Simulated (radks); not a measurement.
Charge is removed step by step from the 5s1/2 level of neutral thulium, starting from [Xe] 4f13 6s2. Method: Dirac Kohn-Sham, LDA (Slater exchange, Perdew-Wang correlation), spin-unpolarised, spherical densities, finite nucleus; open shells fill j = l - 1/2 first; Fermi nuclear charge, rms radius 5.2256 fm; computed with a radial shooting solver on a logarithmic mesh with Libxc functionals.

removed (e)  E - E(0) (eV)  eigenvalue (eV)  E minus straight line (eV)
0                    0.000          -53.422                       0.000
0.25                13.722          -56.388                      -1.177
0.5                 28.207          -59.512                      -1.592
0.75                43.489          -62.763                      -1.209
1                   59.598          -66.123                       0.000

Removing the whole electron costs 59.598 eV by Delta-SCF, against 53.422 eV from minus the eigenvalue at the starting occupation. Slater's transition state (half an electron removed) gives 59.512 eV. Integrating minus the eigenvalue over the occupation (Janak's theorem) gives 59.598 eV. The mean slope of the eigenvalue, de/dn, is 12.7 eV per electron.
